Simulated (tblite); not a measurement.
Input of a run (GFN2-xTB geometry optimisation, gas phase (tblite 0.8.0)), started from a force field or distance geometry:
```
{"job": {"kind": "relax", "xc": "GFN2-xTB", "basis": "xTB"}, "charge": 0, "multiplicity": 1}
F      3.700900    -1.139600     1.040700
C      3.526100    -0.118200     0.108100
F      4.493700     0.842800     0.438000
O      2.248400     0.404600     0.117600
C      1.621700     0.340900    -1.100000
O      0.326300     0.869300    -1.087400
Si    -0.626700     0.014900     0.000200
C     -2.228200    -0.486500    -0.806100
C     -2.892500    -0.367300     0.524100
C     -2.068800     0.877800     0.764300
H      3.832100    -0.496500    -0.884100
H      2.239700     0.836600    -1.905100
H      1.537500    -0.708200    -1.438600
H      0.000500    -1.076900     0.737200
H     -2.510400     0.274700    -1.560600
H     -2.153600    -1.524200    -1.163300
H     -2.618100    -1.184600     1.243300
H     -3.988000    -0.187300     0.433600
H     -2.029400     1.059900     1.876300
H     -2.416400     1.778600     0.249100
```

Output (eV, eV/Å):
```
step      E/eV     max force
  0    -955.16797    4.543
  1    -955.75948    1.703
  2    -955.95616    1.250
  3    -956.14974    0.885
  4    -956.21831    0.480
  5    -956.25079    0.396
  6    -956.27130    0.331
  7    -956.29659    0.299
  8    -956.31243    0.291
  9    -956.32510    0.292
 10    -956.33695    0.337
 11    -956.35340    0.338
 12    -956.37499    0.386
 13    -956.39609    0.294
 14    -956.41013    0.210
 15    -956.41876    0.170
 16    -956.42528    0.151
 17    -956.43145    0.156
 18    -956.43725    0.172
 19    -956.44296    0.199
 20    -956.44931    0.220
 21    -956.45700    0.225
 22    -956.46583    0.223
 23    -956.47454    0.216
 24    -956.48180    0.199
 25    -956.48745    0.181
 26    -956.49253    0.164
 27    -956.49767    0.154
 28    -956.50323    0.177
 29    -956.50938    0.188
 30    -956.51538    0.183
 31    -956.52055    0.166
 32    -956.52536    0.160
 33    -956.53022    0.147
 34    -956.53474    0.151
 35    -956.53539    0.275
 36    -956.54154    0.146
 37    -956.54439    0.102
 38    -956.55043    0.115
 39    -956.55286    0.125
 40    -956.55577    0.105
 41    -956.55797    0.094
 42    -956.55946    0.097
 43    -956.56072    0.088
 44    -956.56198    0.087
 45    -956.56314    0.089
 46    -956.56407    0.085
 47    -956.56469    0.062
 48    -956.56508    0.046
 49    -956.56539    0.046
 50    -956.56569    0.055
 51    -956.56600    0.044
 52    -956.56630    0.045
 53    -956.56664    0.051
 54    -956.56711    0.061
 55    -956.56781    0.062
 56    -956.56872    0.073
 57    -956.56973    0.072
 58    -956.57073    0.079
 59    -956.57202    0.098
 60    -956.57345    0.105
 61    -956.57611    0.133
 62    -956.57879    0.140
 63    -956.58099    0.133
 64    -956.58176    0.198
 65    -956.58466    0.096
 66    -956.58669    0.087
 67    -956.58936    0.075
 68    -956.59060    0.079
 69    -956.59191    0.092
 70    -956.59368    0.092
 71    -956.59559    0.097
 72    -956.59769    0.094
 73    -956.60017    0.091
 74    -956.60288    0.096
 75    -956.60456    0.107
 76    -956.60543    0.183
 77    -956.60729    0.099
 78    -956.60909    0.084
 79    -956.61144    0.102
 80    -956.61370    0.124
 81    -956.61586    0.114
 82    -956.61794    0.090
 83    -956.62008    0.084
 84    -956.62232    0.098
 85    -956.62455    0.148
 86    -956.62487    0.233
 87    -956.62866    0.087
 88    -956.63019    0.080
 89    -956.63202    0.073
 90    -956.63305    0.090
 91    -956.63414    0.089
 92    -956.63496    0.049
 93    -956.63528    0.037
 94    -956.63557    0.034
 95    -956.63579    0.039
 96    -956.63600    0.035
 97    -956.63620    0.036
 98    -956.63639    0.030
 99    -956.63660    0.032
100    -956.63683    0.027
101    -956.63702    0.033
102    -956.63721    0.029
103    -956.63737    0.030
104    -956.63753    0.030
105    -956.63771    0.030
106    -956.63796    0.039
107    -956.63833    0.048
108    -956.63888    0.063
109    -956.63974    0.076
110    -956.64081    0.139
111    -956.64230    0.136
112    -956.64325    0.228
113    -956.64590    0.132
114    -956.64887    0.104
115    -956.65033    0.302
116    -956.65402    0.167
117    -956.65725    0.129
118    -956.65970    0.346
119    -956.66509    0.159
120    -956.66848    0.173
121    -956.64501    0.889
122    -956.67470    0.091
123    -956.67785    0.079
124    -956.65872    0.841
125    -956.68284    0.072
126    -956.68538    0.080
127    -956.68369    0.511
128    -956.69005    0.096
129    -956.69186    0.111
130    -956.69494    0.420
131    -956.69983    0.134
132    -956.70320    0.090
133    -956.70965    0.094
134    -956.71102    0.104
135    -956.71234    0.096
136    -956.71371    0.102
137    -956.71522    0.103
138    -956.71706    0.126
139    -956.71849    0.117
140    -956.72014    0.058
141    -956.72108    0.068
142    -956.72201    0.095
143    -956.72289    0.121
144    -956.72407    0.114
145    -956.72571    0.138
146    -956.72756    0.088
147    -956.72898    0.084
148    -956.73020    0.097
149    -956.73156    0.082
150    -956.73246    0.087
151    -956.73359    0.090
152    -956.73498    0.085
153    -956.73691    0.087
154    -956.73900    0.090
155    -956.74099    0.097
156    -956.74244    0.085
157    -956.74346    0.080
158    -956.74416    0.054
159    -956.74488    0.051
160    -956.74541    0.061
161    -956.74610    0.051
162    -956.74668    0.047
163    -956.74702    0.047
164    -956.74731    0.050
165    -956.74760    0.063
166    -956.74789    0.059
167    -956.74815    0.051
168    -956.74840    0.042
169    -956.74870    0.058
170    -956.74912    0.067
171    -956.74971    0.075
172    -956.75045    0.069
173    -956.75122    0.074
174    -956.75188    0.080
175    -956.75243    0.073
176    -956.75299    0.074
177    -956.75362    0.059
178    -956.75438    0.061
179    -956.75523    0.064
180    -956.75607    0.065
181    -956.75694    0.074
182    -956.75786    0.087
183    -956.75919    0.092
184    -956.76087    0.112
185    -956.76283    0.080
186    -956.76456    0.088
187    -956.76686    0.101
188    -956.76872    0.119
189    -956.77143    0.122
190    -956.77343    0.127
191    -956.77535    0.111
192    -956.77655    0.070
193    -956.77733    0.093
194    -956.77797    0.056
195    -956.77832    0.040
196    -956.77860    0.041
197    -956.77882    0.035
198    -956.77902    0.028
199    -956.77921    0.029
200    -956.77937    0.022
201    -956.77952    0.020
202    -956.77967    0.023
203    -956.77982    0.023
204    -956.77998    0.023
205    -956.78016    0.029
206    -956.78037    0.036
207    -956.78066    0.056
208    -956.78104    0.060
209    -956.78163    0.057
210    -956.78241    0.054
211    -956.78342    0.073
212    -956.78408    0.098
213    -956.78543    0.076
214    -956.78662    0.068
215    -956.78805    0.125
216    -956.78839    0.143
217    -956.78943    0.047
218    -956.79004    0.071
219    -956.79068    0.071
220    -956.79152    0.074
221    -956.79207    0.054
222    -956.79269    0.053
223    -956.79347    0.046
224    -956.79389    0.070
225    -956.79440    0.037
226    -956.79482    0.034
227    -956.79502    0.028
228    -956.79515    0.030
229    -956.79527    0.026
230    -956.79539    0.029
231    -956.79552    0.022
232    -956.79563    0.028
233    -956.79572    0.018
234    -956.79579    0.020
235    -956.79590    0.026
236    -956.79601    0.036
237    -956.79614    0.035
238    -956.79628    0.030
239    -956.79643    0.034
240    -956.79660    0.031
241    -956.79679    0.029
242    -956.79691    0.034
243    -956.79709    0.028
244    -956.79730    0.035
245    -956.79754    0.046
246    -956.79782    0.039
247    -956.79808    0.037
248    -956.79833    0.042
249    -956.79853    0.057
250    -956.79856    0.055
251    -956.79875    0.032
252    -956.79883    0.034
253    -956.79894    0.038
254    -956.79900    0.032
255    -956.79909    0.029
256    -956.79918    0.032
257    -956.79929    0.031
258    -956.79947    0.036
259    -956.79974    0.040
260    -956.80010    0.056
261    -956.80045    0.061
262    -956.80097    0.068
263    -956.80150    0.062
264    -956.80218    0.060
265    -956.80261    0.050
266    -956.80311    0.049
267    -956.80348    0.060
268    -956.80377    0.030
269    -956.80398    0.020
270    -956.80406    0.030
271    -956.80414    0.017
272    -956.80420    0.017
273    -956.80423    0.021
274    -956.80427    0.017
275    -956.80430    0.010
276    -956.80432    0.006
```

**Question.** Summarise the run.

**Answer.** The energy falls by 1.636 eV over 276 L-BFGS steps, the largest force on an atom goes from 4.54 to 0.006 eV/Å, and the atoms move by 1.086 Å rms after alignment. The bond that changes most is Si7–C10 (oxygen-bound silicon to sp3 carbon bound to silicon), which lengthens by 0.060 Å. Bonds longer at the end by more than 0.005 Å: 5 of 20; shorter: 13. Among the angles that change most is C5–O6–Si7, from 109.8° to 125.7°. Among the dihedrals that turn most is H12–C5–O6–Si7, from 174° to -62°. The energy rose by more than 1e-5 eV at steps 121, 124 and 127. The first step brought 36 % of the lowering.

**Question.** What are the final bond lengths?

**Answer.** F1–C2 1.338 Å, C2–F3 1.358 Å, C2–O4 1.355 Å, O4–C5 1.413 Å, C5–O6 1.368 Å, O6–Si7 1.646 Å, Si7–C8 1.897 Å, C8–C9 1.541 Å, C9–C10 1.542 Å, Si7–C10 1.906 Å, C2–H11 1.104 Å, C5–H12 1.095 Å, C5–H13 1.099 Å, Si7–H14 1.460 Å, C8–H15 1.087 Å, C8–H16 1.085 Å, C9–H17 1.088 Å, C9–H18 1.088 Å, C10–H19 1.086 Å, C10–H20 1.089 Å. Numbering counts from 1 in the input's order; the species is `FC(F)OCO[SiH]1CCC1`.

Its GFN2-xTB frequencies are all real (lowest 20 cm⁻¹). One conformer, not necessarily the lowest.

All values are computed, not measured.
